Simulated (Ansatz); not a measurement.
Reaction (ligand exchange at the Si–F bond): `F[Si](F)(Cl)Cl` + H₂S → `F[Si](S)(Cl)Cl` + H–F

Program: Ansatz. Geometries: PBE0-D4/def2-TZVP. ΔE: electronic, gas phase. CCSD(T)/CBS is frozen-core, at the limit of the def2 triple- and quadruple-zeta sets. DFT in def2-TZVPP. B3LYP here is the variant with VWN-RPA as its local correlation; programs differ in this. Each species was taken in one conformer, which may not be the lowest.

`F[Si](F)(Cl)Cl`:

Cartesian coordinates in Å:
```
F 0.120 1.614 -0.006
Si 0.022 0.048 -0.060
F 0.435 -0.407 -1.505
Cl 1.295 -0.744 1.275
Cl -1.873 -0.511 0.296
```

H₂S:

Z-matrix (Å, degrees):
```
S
H 1 1.341
H 1 1.341 2 92.3
```

`F[Si](S)(Cl)Cl`:

Cartesian coordinates in Å:
```
F 0.527 -1.523 -0.662
Si -0.235 -0.351 0.076
S 1.078 1.179 0.658
Cl -1.072 -1.097 1.758
Cl -1.663 0.284 -1.215
H 1.366 1.507 -0.616
```

H–F:

Cartesian coordinates in Å:
```
F 0.232 0.066 -0.392
H -0.232 -0.066 0.392
```

Q: Is it downhill or uphill in electronic energy at CCSD(T)/CBS, and by how much? (Best estimate.)

A: The calculation gave: Uphill: ΔE = +84.8 kJ/mol.

Q: What do these levels give: BLYP-D4, PBE0-D4, B3LYP-D4, ωB97X-V, ωB97M-V, PBE0, r2SCAN0, BHLYP, CAM-B3LYP, CCSD/def2-SVP, HF/CBS(def2), MP2/CBS(def2)? (An estimate is asked.)

A: Ansatz gave: BLYP-D4 82.8, PBE0-D4 74.7, B3LYP-D4 86.1, ωB97X-V 88.0, ωB97M-V 87.4, PBE0 80.1, r2SCAN0 88.8, BHLYP 102.0, CAM-B3LYP 100.7, CCSD/def2-SVP 91.3, HF/CBS(def2) 116.0, MP2/CBS(def2) 76.7 kJ/mol.

Largest T1 diagnostic among the species: 0.010.

In def2-TZVPP, CCSD(T) changes the Hartree–Fock value by −23.4 kJ/mol (the triples alone add −4.6 kJ/mol) and MP2 by −30.6 kJ/mol. From BLYP to BHLYP (50 % exact exchange), in def2-TZVPP and without D4, ΔE moves by +6.8 kJ/mol. Leaving LDA and LC-ωPBE aside and taking each functional with its dispersion term where it has one, the values, not all of them listed here, spread over 28.2 kJ/mol, from revPBE-D4 to CAM-B3LYP-D4.
